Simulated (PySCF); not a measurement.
NICS in isomers of C7H10SSi.

Definitions: NICS(0) = −σiso at the ring centroid; NICS(1) = −σiso and NICS(1)zz = −σzz at ±1 Å along the ring normal z. Level: GIAO PBE0/pcSseg-1 (PySCF, non-relativistic, gas phase) on the GFN2-xTB geometries, one conformer each. Atom numbers follow the mapped SMILES.

Question: Order these rings by mean NICS(1)zz, lowest (most negative) first (ppm).
A. ring C4–C5–S6–C7–C9 in `[CH2:1]=[CH:2][CH2:3][c:4]1[cH:5][s:6][c:7]([SiH3:8])[cH:9]1`
B. ring C4–C5–C6–C7–C8–C9 in `[SH:1][SiH2:2][CH2:3][c:4]1[cH:5][cH:6][cH:7][cH:8][cH:9]1`
C. ring Si5–C8–C9 in `[CH:1]#[C:2][C:3](=[CH2:4])[Si:5]1([S:6][CH3:7])[CH2:8][CH2:9]1`
D. ring C5–C6–C7 in `[CH:1]#[C:2][C@@H:3]1[CH2:4][C@:5]12[CH2:6][C@H:7]2[S:8][SiH3:9]`

Answer: B (-28.4), A (-25.5), D (-18.1), C (-14.4).

```json
{"SMILES": "S[SiH2]Cc1ccccc1", "ring": "6-membered carbocycle; formal bonds all aromatic", "NICS(0)": "-8.2", "NICS(1)": "-11.0", "NICS(1)zz": "-28.4", "HOMA": "1.00", "rms pucker (Å)": "0.00", "ring atoms with four or more neighbours": "0"}
{"SMILES": "C=CCc1csc([SiH3])c1", "ring": "5-membered ring with S; formal bonds all aromatic", "NICS(0)": "-11.5", "NICS(1)": "-11.1", "NICS(1)zz": "-25.5", "HOMA": "0.78", "rms pucker (Å)": "0.00", "ring atoms with four or more neighbours": "0"}
{"SMILES": "C#C[C@@H]1C[C@]12C[C@H]2S[SiH3]", "ring": "3-membered carbocycle; formal bonds all single", "NICS(0)": "-39.8", "NICS(1)": "-6.9", "NICS(1)zz": "-18.1", "HOMA": "–", "rms pucker (Å)": "0.00", "ring atoms with four or more neighbours": "3"}
{"SMILES": "C#CC(=C)[Si]1(SC)CC1", "ring": "3-membered ring with Si; formal bonds all single", "NICS(0)": "-23.8", "NICS(1)": "-6.6", "NICS(1)zz": "-14.4", "HOMA": "–", "rms pucker (Å)": "0.00", "ring atoms with four or more neighbours": "3"}
```

NICS(0) gives another order. The isotropic NICS(1) gives another order. HOMA uses Krygowski's 1993 parameters; it is left out where a ring has a four-coordinate atom, a triple bond, no multiple bond or a kind of bond without parameters. NICS(1) and NICS(1)zz are means over the two faces.
